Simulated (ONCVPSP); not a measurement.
**Ni (Z = 28) ONCV: all-electron and pseudo phase curves**

ONCVPSP 4.0.1 input, shortened (lines: element, Z, core and valence counts, functional; n l f; lmax; l rc ep ncon nbas qcut; lloc lpopt rc5 dvloc0; l nproj debl; icmod fcfact rcfact), Wu-Cohen, scalar-relativistic:

```
  Ni 28.00    3    4  -118130      upf
    1    0    2.00
    2    0    2.00
    2    1    6.00
    3    0    2.00
    3    1    6.00
    3    2    8.50
    4    0    1.50
    2
    0    1.45    0.00    3    7    8.90
    1    1.10    0.00    4    7   13.00
    2    1.10    0.00    4    9   14.70
    4    1    1.10    2.00
    0    3    3.60
    1    3    3.40
    2    3    1.20
    0    0.00    0.00
```

The phase is arctan(r·R′/R) of the radial function R(r), unwrapped; energies in Ha, scanned from -5 to 5 Ha. A pole is an energy at which the radial function vanishes at the test radius. The pseudo phase is shifted by a multiple of π to meet the all-electron one at the reference energy, and phase errors are pseudo minus all-electron; the curves can meet again beyond the range given. Levels narrower than the energy grid can be missing from the lists of poles.

```json
{"channel": "s", "radius (bohr)": "1.47", "reference energy (Ha)": "-0.19", "poles, all-electron": "-3.74", "poles, pseudo": "-3.74", "unbroken range about the reference energy with phases within 0.05 rad": "the whole range", "phase error 1 Ha above the reference energy (rad)": "+0.000"}
{"channel": "p", "radius (bohr)": "1.12", "reference energy (Ha)": "-2.52", "poles, all-electron": "-0.99", "poles, pseudo": "-0.99", "unbroken range about the reference energy with phases within 0.05 rad": "the whole range", "phase error 1 Ha above the reference energy (rad)": "-0.000"}
{"channel": "d", "radius (bohr)": "1.12", "reference energy (Ha)": "-0.24", "poles, all-electron": "1.38", "poles, pseudo": "1.38", "unbroken range about the reference energy with phases within 0.05 rad": "the whole range", "phase error 1 Ha above the reference energy (rad)": "-0.000"}
```

Phases in the d channel:

```json
{"E (Ha)": "-4.96", "all-electron": "1.156", "pseudo": "1.156"}
{"E (Ha)": "-4.48", "all-electron": "1.120", "pseudo": "1.120"}
{"E (Ha)": "-4.00", "all-electron": "1.074", "pseudo": "1.074"}
{"E (Ha)": "-3.52", "all-electron": "1.013", "pseudo": "1.013"}
{"E (Ha)": "-3.04", "all-electron": "0.928", "pseudo": "0.928"}
{"E (Ha)": "-2.56", "all-electron": "0.800", "pseudo": "0.801"}
{"E (Ha)": "-2.08", "all-electron": "0.596", "pseudo": "0.596"}
{"E (Ha)": "-1.60", "all-electron": "0.248", "pseudo": "0.249"}
{"E (Ha)": "-1.12", "all-electron": "-0.273", "pseudo": "-0.273"}
{"E (Ha)": "-0.64", "all-electron": "-0.785", "pseudo": "-0.785"}
{"E (Ha)": "-0.16", "all-electron": "-1.122", "pseudo": "-1.122"}
{"E (Ha)": "0.32", "all-electron": "-1.325", "pseudo": "-1.325"}
{"E (Ha)": "0.80", "all-electron": "-1.457", "pseudo": "-1.457"}
{"E (Ha)": "1.28", "all-electron": "-1.554", "pseudo": "-1.554"}
{"E (Ha)": "1.76", "all-electron": "-1.631", "pseudo": "-1.631"}
{"E (Ha)": "2.24", "all-electron": "-1.700", "pseudo": "-1.700"}
{"E (Ha)": "2.72", "all-electron": "-1.767", "pseudo": "-1.767"}
{"E (Ha)": "3.20", "all-electron": "-1.837", "pseudo": "-1.837"}
{"E (Ha)": "3.68", "all-electron": "-1.918", "pseudo": "-1.918"}
{"E (Ha)": "4.16", "all-electron": "-2.019", "pseudo": "-2.019"}
{"E (Ha)": "4.64", "all-electron": "-2.154", "pseudo": "-2.154"}
```
